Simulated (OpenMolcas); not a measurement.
## Co4+: effect of the basis set

| Item | Value |
| --- | --- |
| Program | OpenMolcas 26.06 |
| Method | CASSCF |
| Active space | 5 electrons in 5 orbitals (3d) |
| State averaging | 2S+1 = 6 even, 1 root; 2S+1 = 4 even, 24 roots; 2S+1 = 2 even, 75 roots |
| Spin-orbit coupling | RASSI with atomic mean-field integrals over the reference wave functions, term energies averaged over their components |

A. ANO-RCC-VDZP [5s4p2d1f], DKH2, point nucleus; cost about 30 core-seconds
B. ANO-L-VTZP [6s5p3d2f1g], non-relativistic, point nucleus; cost of the order of 19 core-seconds
C. ANO-RCC-VTZP [6s5p3d2f1g], DKH2, point nucleus; cost of the order of 27 core-seconds
D. ANO-R2 [7s5p4d2f1g], X2C, finite nucleus; cost about 18 core-seconds
E. ANO-RCC-VQZP [7s6p4d3f2g1h], DKH2, point nucleus; cost of the order of 30 core-seconds
F. ANO-R3 [8s5p5d3f2g1h], X2C, finite nucleus; cost about 20 core-seconds

Energies in eV above 3d5 6S 5/2, the measured ground level; measured values from Sugar and Corliss, J. Phys. Chem. Ref. Data 10, 1097 (1981).

```json
{"Level": "3d5 6S 5/2", "A": "0.0000", "B": "0.0000", "C": "0.0000", "D": "0.0000", "E": "0.0000", "F": "0.0000", "Measured": "0.0000"}
{"Level": "3d5 4G 5/2", "A": "5.2263", "B": "5.2126", "C": "5.2640", "D": "5.2745", "E": "5.2649", "F": "5.2635", "Measured": ""}
{"Level": "3d5 4G 7/2", "A": "5.2320", "B": "5.2184", "C": "5.2698", "D": "5.2795", "E": "5.2700", "F": "5.2687", "Measured": ""}
{"Level": "3d5 4G 11/2", "A": "5.2335", "B": "5.2199", "C": "5.2713", "D": "5.2809", "E": "5.2713", "F": "5.2700", "Measured": "4.6144"}
{"Level": "3d5 4G 9/2", "A": "5.2354", "B": "5.2218", "C": "5.2732", "D": "5.2825", "E": "5.2730", "F": "5.2717", "Measured": ""}
{"Level": "3d5 4P 5/2", "A": "6.0034", "B": "5.9870", "C": "6.0464", "D": "6.0659", "E": "6.0550", "F": "6.0516", "Measured": "5.0528"}
{"Level": "3d5 4P 3/2", "A": "6.0194", "B": "6.0030", "C": "6.0626", "D": "6.0802", "E": "6.0694", "F": "6.0663", "Measured": "5.0698"}
{"Level": "3d5 4P 1/2", "A": "6.0385", "B": "6.0221", "C": "6.0819", "D": "6.0973", "E": "6.0867", "F": "6.0838", "Measured": "5.0863"}
{"Level": "3d5 4D 7/2", "A": "6.4963", "B": "6.4799", "C": "6.5416", "D": "6.5510", "E": "6.5407", "F": "6.5384", "Measured": "5.5432"}
{"Level": "3d5 4D 1/2", "A": "6.5147", "B": "6.4983", "C": "6.5602", "D": "6.5673", "E": "6.5572", "F": "6.5551", "Measured": "5.5678"}
{"Level": "3d5 4D 3/2", "A": "6.5295", "B": "6.5130", "C": "6.5751", "D": "6.5807", "E": "6.5706", "F": "6.5687", "Measured": ""}
{"Level": "3d5 4D 5/2", "A": "6.5329", "B": "6.5165", "C": "6.5785", "D": "6.5839", "E": "6.5739", "F": "6.5720", "Measured": ""}
{"Level": "3d5 2I 11/2", "A": "7.4457", "B": "7.4256", "C": "7.4986", "D": "7.5159", "E": "7.5035", "F": "7.4996", "Measured": ""}
{"Level": "3d5 2I 13/2", "A": "7.4595", "B": "7.4395", "C": "7.5126", "D": "7.5281", "E": "7.5158", "F": "7.5121", "Measured": ""}
{"Level": "3d5 2D 5/2(1) [65 %]", "A": "8.3312", "B": "8.3085", "C": "8.3890", "D": "8.4201", "E": "8.4074", "F": "8.3995", "Measured": "7.0773"}
{"Level": "3d5 2D 3/2(1)", "A": "8.4446", "B": "8.4218", "C": "8.5031", "D": "8.5252", "E": "8.5128", "F": "8.5064", "Measured": "7.1692"}
{"Level": "3d5 2F 7/2(1)", "A": "8.6242", "B": "8.6007", "C": "8.6839", "D": "8.7048", "E": "8.6926", "F": "8.6859", "Measured": "7.3715"}
{"Level": "3d5 4F 9/2", "A": "8.7472", "B": "8.7247", "C": "8.8065", "D": "8.8216", "E": "8.8094", "F": "8.8043", "Measured": "7.5420"}
{"Level": "3d5 4F 7/2", "A": "8.7606", "B": "8.7382", "C": "8.8201", "D": "8.8332", "E": "8.8212", "F": "8.8162", "Measured": "7.5598"}
{"Level": "3d5 4F 3/2", "A": "8.8000", "B": "8.7775", "C": "8.8599", "D": "8.8690", "E": "8.8572", "F": "8.8527", "Measured": ""}
{"Level": "3d5 2H 9/2", "A": "9.1315", "B": "9.1070", "C": "9.1937", "D": "9.2173", "E": "9.2051", "F": "9.1972", "Measured": "8.0270"}
{"Level": "3d5 2H 11/2", "A": "9.1841", "B": "9.1594", "C": "9.2468", "D": "9.2650", "E": "9.2531", "F": "9.2459", "Measured": "8.0942"}
{"Level": "3d5 2G 7/2(1)", "A": "9.4467", "B": "9.4222", "C": "9.5099", "D": "9.5242", "E": "9.5124", "F": "9.5060", "Measured": "8.2113"}
{"Level": "3d5 2G 9/2(1)", "A": "9.4914", "B": "9.4669", "C": "9.5552", "D": "9.5649", "E": "9.5533", "F": "9.5475", "Measured": "8.2772"}
```

Deviations, from unrounded energies. A percentage is the sum of absolute deviations over the sum of measured energies, with the sign that they share, or ± where signs differ.

```tsv
Against measurement	Levels	A	B	C	D	E	F
mean absolute deviation (cm-1)	15	8700	8500	9100	9300	9200	9100
other terms of the ground configuration (%)	15	+16.2	+15.9	+17.0	+17.2	+17.0	+17.0
```

A, B lie about equally close to measurement and D furthest from it. The largest miss of B in the table is 3d5 2D 3/2(1), by +10000 cm-1. The ranking rests on the paired levels alone, and a cruder setting can come out closer through cancelling errors.

Among A to F the level of the table that moves most is 3d5 2D 5/2(1) [65 %], by 900 cm-1 (lowest in B, highest in D).

Without dynamic correlation excited terms often stand tens of per cent too high (terms of higher spin than the ground term too low), and those without a measured partner can miss by more than the paired ones. Some levels mix across a computed gap that differs much from the measured one, so their mixing is not that of the real levels. The basis is small and was not contracted for so high a charge (holds for A). Measured partners are found by configuration, term and J. A level has none where our copy of the source lacks it or the pairing is in doubt (some pairs that miss far off the trend of their configuration count as doubtful), and it then counts in no deviation. Only configurations of the active space appear. Levels that lie high or do not pair safely by name in every column are left out.

A share in square brackets marks a mixed level and gives the weight of the term that names it, the lowest over the columns. A number in round brackets counts repeated terms of one configuration in the order of the reference energies.
